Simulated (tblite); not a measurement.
Compound: C6H10N (doublet state).
Atom-mapped SMILES: `[CH2:1][CH2:2][N:3]=[C:4]1[CH2:5][CH2:6][CH2:7]1` (hydrogens: H8, H9 on C1; H10, H11 on C2; H12, H13 on C5; H14, H15 on C6; H16, H17 on C7)
Bond orders are those of one Lewis drawing.

Computed with GFN2-xTB (tblite), gas phase: L-BFGS steps from a force-field or distance-geometry start until the largest atomic force falls under 0.01 eV/Å.

Step 117: E = -564.5591 eV
```
atom  x, y, z in Å  |  force x, y, z in eV/Å
C1      2.4287    0.3755    0.1964    0.005  -0.011  -0.017
C2      2.0135   -0.7982   -0.5788   -0.004  -0.004  -0.002
N3      0.6215   -1.2257   -0.4063   -0.016   0.028  -0.007
C4     -0.3363   -0.4860   -0.1054    0.005  -0.021   0.002
C5     -1.7869   -0.8536    0.0584    0.001   0.002   0.000
C6     -2.1005    0.6271    0.3435   -0.002  -0.001   0.014
C7     -0.6058    0.9702    0.2059   -0.018   0.009  -0.010
H8      2.7873    0.2555    1.2000   -0.007  -0.005   0.028
H9      2.1926    1.3675   -0.1364   -0.003   0.015  -0.021
H10     2.1223   -0.6249   -1.6570    0.009   0.000   0.010
H11     2.6011   -1.6823   -0.3118    0.002   0.007   0.001
H12    -1.9659   -1.5362    0.8878   -0.024   0.012  -0.019
H13    -2.2413   -1.2699   -0.8391   -0.008  -0.003   0.019
H14    -2.5173    0.8207    1.3294    0.002  -0.021  -0.001
H15    -2.7352    1.0998   -0.4045    0.030  -0.025   0.020
H16    -0.3641    1.6509   -0.6084    0.032   0.017  -0.016
H17    -0.1206    1.3219    1.1154   -0.004   0.000  -0.002
```

Step 118: E = -564.5595 eV
```
atom  x, y, z in Å  |  force x, y, z in eV/Å
C1      2.4218    0.3820    0.1887    0.011  -0.025  -0.023
C2      2.0142   -0.8016   -0.5755   -0.005  -0.004  -0.003
N3      0.6213   -1.2276   -0.4075   -0.016   0.029  -0.021
C4     -0.3361   -0.4870   -0.1077    0.009  -0.030   0.005
C5     -1.7878   -0.8522    0.0522    0.011  -0.001   0.002
C6     -2.0975    0.6274    0.3494   -0.005  -0.008   0.012
C7     -0.6022    0.9681    0.2109   -0.037   0.009  -0.013
H8      2.7685    0.2729    1.1974   -0.002   0.001   0.041
H9      2.1899    1.3701   -0.1581   -0.002   0.015  -0.025
H10     2.1313   -0.6423   -1.6552    0.002   0.001   0.017
H11     2.6007   -1.6823   -0.2939   -0.002   0.015   0.003
H12    -1.9677   -1.5429    0.8746   -0.031   0.018  -0.014
H13    -2.2407   -1.2602   -0.8498   -0.014   0.006   0.023
H14    -2.5111    0.8160    1.3382    0.003  -0.031  -0.011
H15    -2.7330    1.1072   -0.3937    0.032  -0.029   0.026
H16    -0.3637    1.6511   -0.6023    0.045   0.023  -0.007
H17    -0.1148    1.3137    1.1215   -0.001   0.010  -0.012
```

Step 119: E = -564.5602 eV
```
atom  x, y, z in Å  |  force x, y, z in eV/Å
C1      2.4126    0.3918    0.1759    0.021  -0.026  -0.016
C2      2.0152   -0.8067   -0.5708    0.001   0.000  -0.006
N3      0.6206   -1.2294   -0.4105   -0.010   0.019  -0.036
C4     -0.3357   -0.4880   -0.1097    0.011  -0.032   0.005
C5     -1.7889   -0.8501    0.0430    0.020  -0.007   0.006
C6     -2.0934    0.6271    0.3594   -0.007  -0.018   0.003
C7     -0.5975    0.9652    0.2196   -0.050   0.001  -0.016
H8      2.7345    0.3005    1.1949   -0.003   0.012   0.032
H9      2.1941    1.3741   -0.1963    0.002  -0.007  -0.019
H10     2.1455   -0.6683   -1.6521   -0.007   0.000   0.026
H11     2.5987   -1.6824   -0.2663   -0.010   0.028   0.004
H12    -1.9726   -1.5538    0.8534   -0.034   0.026  -0.001
H13    -2.2393   -1.2458   -0.8661   -0.021   0.023   0.025
H14    -2.5025    0.8073    1.3519    0.002  -0.045  -0.026
H15    -2.7285    1.1173   -0.3772    0.023  -0.028   0.031
H16    -0.3627    1.6514   -0.5921    0.057   0.027   0.014
H17    -0.1071    1.3021    1.1319    0.004   0.026  -0.027
```

Step 120: E = -564.5610 eV
```
atom  x, y, z in Å  |  force x, y, z in eV/Å
C1      2.4035    0.4002    0.1643    0.031   0.009   0.022
C2      2.0152   -0.8097   -0.5681    0.002   0.005  -0.003
N3      0.6197   -1.2311   -0.4153    0.000  -0.004  -0.045
C4     -0.3353   -0.4898   -0.1109    0.009  -0.023   0.000
C5     -1.7895   -0.8488    0.0365    0.024  -0.009   0.009
C6     -2.0888    0.6259    0.3694   -0.003  -0.024  -0.009
C7     -0.5927    0.9618    0.2278   -0.043  -0.009  -0.016
H8      2.6832    0.3256    1.1985   -0.010   0.027  -0.009
H9      2.2144    1.3781   -0.2382    0.009  -0.048   0.004
H10     2.1586   -0.6875   -1.6486   -0.012  -0.002   0.002
H11     2.5956   -1.6806   -0.2444   -0.007   0.022   0.012
H12    -1.9777   -1.5634    0.8354   -0.031   0.025   0.026
H13    -2.2384   -1.2340   -0.8776   -0.029   0.039   0.011
H14    -2.4939    0.7994    1.3648   -0.002  -0.054  -0.033
H15    -2.7218    1.1247   -0.3622   -0.006  -0.017   0.028
H16    -0.3601    1.6504   -0.5833    0.062   0.023   0.042
H17    -0.0989    1.2911    1.1410    0.007   0.040  -0.041
```

**Question.** Estimate the geometry and energy of step 121. (The exact step hangs on the optimiser's Hessian estimate; all steps are aligned on step 120, rigid shifts and turns removed.)

**Answer.** E = -564.5618 eV, largest force 0.074 eV/Å
```
atom  x, y, z in Å  |  force x, y, z in eV/Å
C1      2.4036    0.4060    0.1545    0.019   0.012   0.025
C2      2.0158   -0.8133   -0.5633    0.016   0.006  -0.013
N3      0.6182   -1.2293   -0.4193    0.022  -0.020  -0.039
C4     -0.3362   -0.4891   -0.1119    0.003  -0.003   0.002
C5     -1.7907   -0.8484    0.0297    0.004  -0.009   0.006
C6     -2.0886    0.6236    0.3769   -0.006  -0.022  -0.017
C7     -0.5935    0.9612    0.2347   -0.011  -0.019  -0.018
H8      2.6705    0.3472    1.1934   -0.013   0.024  -0.021
H9      2.2272    1.3788   -0.2668    0.007  -0.061   0.011
H10     2.1698   -0.7062   -1.6445   -0.014  -0.010   0.016
H11     2.5902   -1.6823   -0.2221   -0.013   0.038   0.004
H12    -1.9845   -1.5721    0.8197   -0.018   0.036   0.022
H13    -2.2385   -1.2232   -0.8900   -0.022   0.049   0.021
H14    -2.4914    0.7884    1.3747   -0.003  -0.054  -0.044
H15    -2.7198    1.1301   -0.3504   -0.031  -0.016   0.031
H16    -0.3614    1.6535   -0.5741    0.052   0.010   0.052
H17    -0.0976    1.2874    1.1478    0.007   0.037  -0.038
```

The energy changes by -0.0007 eV. The first-order estimate −F·Δx gives -0.0010 eV and the mean of the old and new forces, exact on a quadratic surface, -0.0007 eV. The step makes an angle of 85° with the force vector and moves no atom by more than 0.031 Å.

The cost below is that of the whole relaxation. On one thread, Arm Neoverse V2 (aarch64), no GPU, shared host with 32 logical CPUs at a one-minute load of 15, this took 0.61 s.
